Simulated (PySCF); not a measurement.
C2H6OSi2, SMILES O[SiH2][SiH2]C#C. Atoms are numbered in the order given.

```xyz
11

C      0.5513     2.6120     0.3525
C      0.8341     1.4360     0.4760
Si     1.1190    -0.3905     0.5891
Si    -0.9219    -1.2097    -0.2112
O     -1.4044    -0.1244    -1.3883
H      0.3213     3.6604     0.2559
H      1.4321    -0.7553     1.9998
H      2.2773    -0.7429    -0.2801
H     -0.8181    -2.5516    -0.8438
H     -1.8901    -1.2932     0.9245
H     -1.1591     0.7925    -1.2120
```
Charge 0, spin multiplicity 1.

The structure is a stationary point at ωB97X-D3(BJ)/def2-SVP. The structure was generated by enumeration, and PubChem lists no compound with its InChIKey, so it may never have been made. One conformer was computed; it need not be the lowest.

Two levels are set side by side: PBE/pcSseg-1 (PySCF) and KT2/pcSseg-1 (PySCF). GIAO shifts against H2O (¹⁷O), TMS (²⁹Si), TMS (¹H), TMS (¹³C) at the same level; non-relativistic, no solvent, atoms listed together averaged. Differences are taken from unrounded values.

```tsv
quantity	KT2
δ(¹³C) of C1 (ppm)	100.0
δ(¹³C) of C2 (ppm)	73.5
δ(²⁹Si) of Si3 (ppm)	-96.1
δ(²⁹Si) of Si4 (ppm)	-28.7
δ(¹⁷O) of O5 (ppm)	1.6
δ(¹H) of H6 (ppm)	3.03
δ(¹H) of H11 (ppm)	1.29
```

Question: What does PBE give, and how far is it from KT2? (An estimate is asked for; the answer gives what the named calculation found.)

Answer: 
```json
[
 {"quantity": "δ(¹³C) of C1 (ppm)", "PBE": "106.3", "PBE minus KT2": "6.3"},
 {"quantity": "δ(¹³C) of C2 (ppm)", "PBE": "81.9", "PBE minus KT2": "8.4"},
 {"quantity": "δ(²⁹Si) of Si3 (ppm)", "PBE": "-99.9", "PBE minus KT2": "-3.9"},
 {"quantity": "δ(²⁹Si) of Si4 (ppm)", "PBE": "-30.4", "PBE minus KT2": "-1.7"},
 {"quantity": "δ(¹⁷O) of O5 (ppm)", "PBE": "5.6", "PBE minus KT2": "4.0"},
 {"quantity": "δ(¹H) of H6 (ppm)", "PBE": "2.72", "PBE minus KT2": "-0.31"},
 {"quantity": "δ(¹H) of H11 (ppm)", "PBE": "1.34", "PBE minus KT2": "0.05"}
]
```

Rough cost on one machine, each run with all the roots and properties that it gave: KT2 against PBE within a factor of 2.
